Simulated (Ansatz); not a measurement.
The cluster Cr₃P₃. Charge 0, multiplicity 2. Geometry PBE0-D4/def2-SVP; atoms count from 1.

```xyz
6

Cr   -0.417   -0.586    1.379
Cr    1.314   -1.004   -0.554
Cr   -0.786    0.493   -1.168
P    -0.651    1.810    0.781
P     1.321    1.105    0.323
P    -0.781   -1.819   -0.762
```

The charge 0 doublet is spin-contaminated (final ⟨S²⟩ up to 7.45, 0.75 for a pure state). At PBE0-D4/def2-TZVP a quartet of charge 0 lies 1.12 eV below the doublet, each at its own geometry. The structure comes from a short search, and lower isomers may exist.

(1) Estimate the Mulliken populations from the PBE0/def2-TZVP orbitals of Ansatz.

(2) Where does the spin sit?

(3) And the Mayer bond orders between heavy atoms (over 0.3)?

Results:

(1) 
```csv
atom,charge (e),spin (α − β),d electrons
Cr1,0.40,4.43,4.79
Cr2,0.31,-4.95,4.87
Cr3,0.40,4.24,4.76
P4,-0.33,-0.79,–
P5,-0.26,-0.83,–
P6,-0.53,-1.10,–
```
Mulliken values depend strongly on the basis.

(2) Summed by element: Cr 3.73, P -2.73, of 1 unpaired in all. Largest on single atoms: Cr2 -4.95, Cr1 4.43, Cr3 4.24.

(3) Cr1–P4 0.67 (2.48 Å); Cr1–P5 0.54 (2.64 Å); Cr1–P6 0.83 (2.50 Å); Cr2–Cr3 0.31 (2.65 Å); Cr2–P5 0.66 (2.28 Å); Cr2–P6 0.66 (2.26 Å); Cr3–P4 0.81 (2.36 Å); Cr3–P5 0.49 (2.65 Å); Cr3–P6 1.10 (2.35 Å); P4–P5 1.20 (2.14 Å).
